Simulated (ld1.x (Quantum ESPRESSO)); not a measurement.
# What one change does to a pseudopotential (antimony, TM)

antimony (Sb), norm-conserving Troullier–Martins (Kleinman–Bylander form), made with ld1.x (Quantum ESPRESSO) 7.5 (PBEsol, scalar-relativistic). Core [Kr] 4d10, reference 5s1.5 5p3.5. Waves: 5s (bound): rc 1.40 bohr; 5p (bound): rc 2.15 bohr; 5d channel at -0.05 Ry: rc 2.35 bohr. Local part: all-electron potential smoothed inside 2.20 bohr (lloc = -1). Core correction: a·sin(br)/r model core, default radius (core density twice the valence density).

Change: all radii but the core radius scaled by about 0.78 (s 1.10, p 1.68, d 1.84 bohr); local potential all-electron potential smoothed inside 1.72 bohr (lloc = -1).

Cutoffs: the cutoffs (Ry, on a coarse ladder) from which the occupation-weighted sum of valence levels, in a spherical-Bessel basis at the reference potential, stays within 10 and 1 mRy of its value at 400 Ry; they do not see the model core or the augmentation charge, which bear on the density cutoff. Errors are all-electron minus pseudo energies relative to the spin-unpolarised reference configuration.

Task: What does the change do?

Result: A bound ghost appears in d, s, which as a rule spoils a file; the number of tests that count goes from 7 to 2.

```tsv
quantity	base	changed
cutoffs, loose and tight	40 Ry, 160 Ry	not determined
bound ghosts	none	s, d
tests counted (converged, no solver errors)	7 of 7	2 of 7
error for 5s2 5p3, meV [ΔE -4.04 eV]	-4.0	-8.2
error for 5s2 5p2, meV [ΔE 4.30 eV]	-7.3	-6.9
```

Changed file: Tests not counted: 5s2 5p1 (solver errors, printed error -43.7 eV); 5s2 5p0 (solver errors, printed error -14.4 eV); 5s1 5p3 (pseudo-atom not self-consistent, printed error -33.1 eV); 5s1 5p0 (solver errors, printed error +7.4 eV); 5s1 5p4 (solver errors, printed error -3.4 eV). A true bound ghost makes a file unfit for plane-wave use even where its test errors are small: the radial tests pick states by their node count and pass the ghost by. Where a test does run into it, the solver fails or the error is huge.
